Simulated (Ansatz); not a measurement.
```yaml
crystal:
  periodic: [false, false, false]
  atoms:
    - {symbol: Si, position_ang: [-1.265556, 1.162476, -0.103688]}
    - {symbol: Si, position_ang: [0.835062, 0.194700, -0.423058]}
    - {symbol: N, position_ang: [1.557134, -0.681350, 0.843730]}
    - {symbol: Si, position_ang: [0.843186, -2.219030, 0.167808]}
    - {symbol: H, position_ang: [-1.820991, 0.646501, 1.173026]}
    - {symbol: H, position_ang: [-2.178556, 0.835107, -1.229657]}
    - {symbol: H, position_ang: [-1.134918, 2.643951, -0.023519]}
    - {symbol: H, position_ang: [1.758963, 0.907392, -1.342987]}
    - {symbol: H, position_ang: [1.462289, -0.436337, 1.816423]}
    - {symbol: H, position_ang: [-0.661482, -1.917768, 0.401791]}
    - {symbol: H, position_ang: [0.670267, -1.192543, -1.259170]}
basis:
  gaussian: {orbitals: STO-3G}
magnetization: {spin_polarized: true, initial_magnetization: 1}
hamiltonian: {xc: {name: wPBEh}}
accuracy: high
scf: {lower_state_search: light}
```

```sh
$ ansatz run in.yaml --threads 4 --pin off --events-out ev --progress --plain --max-ram 10444MiB
```

Shortened log:

```
Error: a molecule whose nuclei and cores have a total charge of 56 cannot have a net charge of 0 together with 1 unpaired electrons
```

Q: Something in this input is off. What?

A: The number of unpaired electrons doesn't fit the electron count. The input was rejected before any iteration.
